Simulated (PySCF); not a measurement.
Diatomics of As with group 14

PBE0 with double-zeta basis sets in PySCF, for the lowest determinant that a PBE0 search found; no spin–orbit coupling. De refers to high-spin ground-configuration atoms. A positive dipole means M(−)As(+).

| M | basis | state (unpaired electrons) | Re (Å) | ωe (cm⁻¹) | De (eV) | μ (D) |
| --- | --- | --- | --- | --- | --- | --- |
| Si | cc-pV(D+d)Z/cc-pVDZ-PP | doublet (π ↑) | 2.179 | 507 | 3.20 | -0.49 |
| Ge | cc-pVDZ-PP | doublet (π ↑) | 2.252 | 356 | 2.89 | -0.99 |
| Sn | def2-SVP | doublet (π ↑) | 2.442 | 290 | 2.56 | -1.76 |
| Pb | def2-SVP | doublet (π ↑) | 2.521 | 247 | 2.34 | -2.42 |

The shortest bond is that of SiAs (2.179 Å), the longest that of AsPb (2.521 Å).

The rows differ in basis set, which adds steps of its own.

Down a group the atoms grow and get heavier, so bonds lengthen and wavenumbers fall; this series shows no clear exception.

Spin–orbit coupling is left out, which matters for elements this heavy, above all for dissociation energies. States were picked by a PBE0 search and need not be the measured ground states.
